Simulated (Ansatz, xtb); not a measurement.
**C5H5ClO: which of two isomers lies lower**

We compare I, `Cc1cc(Cl)co1`, a singlet, with II, `Cc1ccc(Cl)o1`, a singlet. Both are isolated molecules in the gas phase, relaxed with PBE0-D3(BJ)/def2-SVP.

Quicker runs give these differences E(II) − E(I): GFN2-xTB +0.040 eV; HF/STO-3G +0.015 eV (at GFN2-xTB geometries); r2SCAN-D4/def2-SVP −0.022 eV (at GFN2-xTB geometries).

**Question.** Estimate E(II) − E(I) at the level CCSD(T)/def2-SVP + ΔMP2/def2-TZVPP.

**Answer.** CCSD(T)/def2-SVP + ΔMP2/def2-TZVPP gives E(II) − E(I) = −0.013 eV, slightly favouring structure II, which is too small a margin to settle the true order.

The same difference at several levels:

| level | geometry | E(II) − E(I) (eV) | departure from the last row (eV) | job, with rough time for the two |
| --- | --- | --- | --- | --- |
| GFN2-xTB | GFN2-xTB | +0.040 | +0.053 | optimisation, 0.34 s |
| HF/STO-3G | GFN2-xTB | +0.015 | +0.028 | single point, 1.5 s |
| r2SCAN-D4/def2-SVP | GFN2-xTB | −0.022 | −0.009 | single point, 9.9 s |
| PBE0-D3(BJ)/def2-SVP | PBE0-D3(BJ)/def2-SVP | −0.013 | 0.000 | optimisation, 1.7 min |
| HF/def2-SVP | PBE0-D3(BJ)/def2-SVP | +0.013 | +0.026 | part of the CCSD(T) run |
| MP2/def2-SVP | PBE0-D3(BJ)/def2-SVP | −0.018 | −0.005 | part of the CCSD(T) run |
| CCSD(T)/def2-SVP | PBE0-D3(BJ)/def2-SVP | −0.006 | +0.007 | single point |
| CCSD(T)/def2-SVP + ΔMP2/def2-TZVPP | PBE0-D3(BJ)/def2-SVP | −0.013 |  | single point, 2.8 min |

As drawn, both hold the same kinds of bond in the same numbers.

The largest departure from CCSD(T)/def2-SVP + ΔMP2/def2-TZVPP is that of GFN2-xTB, 0.053 eV. The last row adds to CCSD(T) the change of the MP2 difference between the two basis sets, here −0.007 eV.

With thermal terms from frequencies at re-optimised GFN2-xTB minima (ideal gas, soft modes damped towards free rotors, one conformer each, 298.15 K, 1 atm): the zero-point term adds +0.001 eV; ΔH is −0.013 and ΔG −0.012 eV.

The correlated steps freeze 11 core orbitals. Programs: Ansatz 0.2.0, xtb 6.7.1; the last row on 2 threads of Intel(R) Xeon(R) Processor @ 2.50GHz (Skylake/Cascade Lake) on a shared host.
